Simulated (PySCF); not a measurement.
This PySCF input asks for the NMR shieldings of SMILES CC#CP(C)CCC(F)(F)F, C$_{7}$H$_{10}$F$_{3}$P; the geometry comes from GFN2-xTB.

```python
import basis_set_exchange as bse
import numpy as np
from pyscf import gto, dft
from pyscf.prop import nmr

atoms = """
C    -3.279116   -1.551378    0.851198
C    -2.276745   -0.740583    0.199162
C    -1.433193   -0.036658   -0.296113
P    -0.259360    0.914554   -1.212703
C    -0.765124    2.589967   -0.597980
C     1.190069    0.662107   -0.043618
C     1.697541   -0.772935   -0.137329
C     2.838284   -1.015235    0.827668
F     3.886866   -0.208157    0.599634
F     2.482082   -0.817508    2.107288
F     3.305818   -2.272939    0.756121
H    -3.898748   -2.044685    0.102372
H    -3.912842   -0.927138    1.481169
H    -2.802570   -2.310455    1.471356
H    -1.735382    2.838225   -1.024765
H    -0.040013    3.330014   -0.932773
H    -0.836186    2.607875    0.488286
H     1.984404    1.357399   -0.329969
H     0.886094    0.884708    0.983415
H     2.061624   -0.994719   -1.142571
H     0.897576   -1.475518    0.108802
"""
names = dict.fromkeys(["C", "P", "F", "H"], "pcSseg-1")
basis = {el: gto.basis.parse(bse.get_basis(n, elements=[el], fmt="nwchem")) for el, n in names.items()}
mol = gto.M(atom=atoms, basis=basis, charge=0, verbose=0)
mf = dft.RKS(mol, xc="PBE0")
mf.grids.level = 2
mf.grids.alignment = dft.numint.BLKSIZE   # the property module wants whole blocks of grid points
mf.conv_tol = 1e-9
mf.kernel()

calc = nmr.RKS(mf)   # GIAO
C = mf.mo_coeff
Co = C[:, mf.mo_occ > 0]
resp = mf.gen_response(singlet=True, hermi=2)
def vind(x):   # induced exchange potential for any number of trial vectors
    d = np.einsum("pi,xij,qj->xpq", C, 2 * x.reshape(-1, C.shape[1], Co.shape[1]), Co, optimize=True)
    return np.einsum("xpq,pi,qj->xij", resp(d - d.transpose(0, 2, 1)), C, Co, optimize=True).ravel()
mo1, _ = nmr.rhf.solve_mo1(calc, with_cphf=vind)
sigma = calc.kernel(mo1)
for i, s in enumerate(sigma):   # ppm
    print("%2d %-2s %9.2f" % (i, mol.atom_pure_symbol(i), np.trace(s) / 3))
```

Q: What are the results?

A: 
```
 0 C     180.91
 1 C      75.50
 2 C     100.95
 3 P     399.44
 4 C     168.73
 5 C     155.48
 6 C     150.79
 7 C      50.49
 8 F     260.34
 9 F     261.68
10 F     251.31
11 H      29.56
12 H      29.56
13 H      29.58
14 H      30.23
15 H      30.61
16 H      30.16
17 H      30.01
18 H      29.84
19 H      29.58
20 H      29.31
```

These numbers come from an equivalent density-fitted implementation of the same equations, which agrees with the script to about 0.01 ppm for H and up to a few tenths of a ppm for heavy atoms, so last digits may differ.

Size and cost of the density-fitted run: 244 basis functions, about 2.4 core-minutes.
